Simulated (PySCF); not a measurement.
## Telling isomers of C$_{4}$H$_{7}$FO$_{4}$ apart by NMR

- shieldings: GIAO PBE0/pcSseg-1
- coordinates at the GFN2-xTB level
- code: PySCF 2.14.0 with density-fitted response routines
- non-relativistic Hamiltonian, in vacuum, equivalent nuclei averaged, one computed conformer

Scale: ¹H (σ = 31.72 ppm) and ¹³C (σ = 186.93 ppm) against TMS (reference shieldings calculated alike). Splittings of carbon signals by F and P are missing where no couplings were computed. Where no couplings were computed, multiplicities follow the n + 1 count of equivalent neighbours, and m marks all less simple cases (inequivalent or close neighbours, rings, F or P nearby). Shifts are as computed. Against solution values, carbons near 30 ppm lie about +3 ppm off and those near 130 ppm about +5 ppm. Of 1211 compounds with measured shifts, 218 miss one by over three times the rms of a fit or turn the order of signals round; such compounds aren't used in these exercises.

(1) Tabulate the signals of `COC(=O)OCOCF`, `COC(=O)O[C@H](F)OC` and their relative energies.

(2) What is the quickest way to tell COC(=O)OCOCF from COC(=O)O[C@H](F)OC?

## Answers

(1) 
| SMILES | carbon types | δC | δH | E rel. (kcal/mol) |
| --- | --- | --- | --- | --- |
| COC(=O)OCOCF | 1×C 2×CH2 1×CH3 | 162.4, 102.8, 87.6, 55.5 | 5.82 (s, 2H), 5.74 (m, 2H), 4.25 (s, 3H) | 2.3 |
| COC(=O)O[C@H](F)OC | 1×C 1×CH 2×CH3 | 159.8, 121.7, 57.1, 55.5 | 6.61 (m, 1H), 4.25 (s, 3H), 3.78 (s, 3H) | 0.0 |

Energies are electronic energies at PBE0/pcSseg-1 on these geometries, without zero-point or thermal terms, each for the one conformer computed, which needn't be the lowest.

(2) Both give the same number of carbon signals, but DEPT or the intensities differ. The first has an sp3 CH2 bonded to F and O at 102.8 ppm, the second an sp3 carbon bearing two oxygens (CH) at 121.7 ppm. Their most deshielded carbons lie at 162.4 and 159.8 ppm. In the proton spectra the most deshielded non-exchanging signals are 5.82 (s, 2H) and 6.61 (m, 1H).
